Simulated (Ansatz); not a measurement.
Molecule: C3F8, net charge 0, singlet state. 
Coordinates optimised at B3LYP-D3(BJ)/def2-TZVP (Ansatz, an electronic-structure program):
```
C
F 1 1.3464
F 1 1.3464 2 109.15
C 1 1.5568 2 107.96 3 117.13
F 4 1.3337 1 108.80 2 -59.21
F 4 1.3338 5 108.81 1 -120.68
F 4 1.3338 5 108.82 6 -118.63
C 1 1.5568 2 107.98 3 -117.12
F 8 1.3337 1 108.80 2 58.69
F 8 1.3338 9 108.81 1 -120.68
F 8 1.3338 9 108.82 10 -118.63
```
Charge 0, spin multiplicity 1.

Quantity: atomisation energy (electronic, to ground-state atoms); the coupled-cluster value holds the core correlation from cc-pwCVTZ, in kJ/mol. Correlated levels leave the core frozen unless marked. Open shells are spin-unrestricted. Spin-orbit coupling is left out. Non-relativistic. Basis-set limits of correlation are two-point, X^-3; Hartree-Fock from the larger set. The bracket is a focal-point correction in the basis named.

Level to compare with: RI-MP2/CBS(aug-cc-pVTZ,aug-cc-pVQZ)+[CCSD(T)-MP2]/aug-cc-pVTZ plus the core term (Ansatz), 4636.9 kJ/mol. It is a level with limits of its own, and the differences hold the functionals' basis error too.

**Question.** Rank these functionals by how close they come to RI-MP2/CBS(aug-cc-pVTZ,aug-cc-pVQZ)+[CCSD(T)-MP2]/aug-cc-pVTZ, closest first: wB97X/def2-TZVPD (Ansatz); PBE0/def2-TZVPD (Ansatz); B3LYP/def2-TZVPD (Ansatz).

**Answer.** PBE0/def2-TZVPD (global hybrid, 4631.1 kJ/mol, difference -5.8), wB97X/def2-TZVPD (range-separated hybrid, 4621.6 kJ/mol, difference -15.3), B3LYP/def2-TZVPD (global hybrid, 4512.0 kJ/mol, difference -124.9)
